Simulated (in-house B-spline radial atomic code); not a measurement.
**Fe: [Ar] 3d6 4s2**

Method: Dirac-Kohn-Sham CAM-B3LYP, spherical fractional occupations, Fermi nucleus of rms radius 3.7377 fm. Calculated with a B-spline radial code for spherical atoms.

Screening seen three ways: the hydrogenic charge with the same mean radius, Z_r = [3n² - l(l+1)]/(2<r>), the one with the same energy, Z_e = n√(-2ε), and Slater's rules. Values are occupation-weighted means over j.

```csv
shell,electrons,ε (eV),<r> (bohr),Z_r,Z_e,Slater
1s,2,-7037.2,0.05845,25.66,22.74,25.70
2s,2,-835.27,0.2665,22.51,15.67,21.85
2p,6,-711.76,0.2353,21.25,14.47,21.85
3s,2,-101.18,0.8096,16.68,8.18,14.75
3p,6,-65.915,0.8575,14.58,6.60,14.75
3d,6,-8.4645,1.146,9.17,2.37,6.25
4s,2,-7.2037,2.996,8.01,2.91,3.75
```

The least bound orbital is 4s1/2 at -7.204 eV, and it is also the most diffuse (<r> = 2.996 bohr). The part-filled 3d shell lies below the filled 4s shell in orbital energy.

Spin-orbit splittings of the orbital energies (j = l + 1/2 above j = l - 1/2 when positive): 2p 12.53 eV, 3p 1.579 eV, 3d 0.154 eV.

For the 1s electron the small component carries 0.875 % of the norm, the zero-frequency Breit interaction raises the level by 8.363 eV, self-energy by 4.128 eV, and vacuum polarisation lowers it by 0.3518 eV.

Caution: exact exchange at fractional occupations of open shells leaves self-interaction of up to several eV.
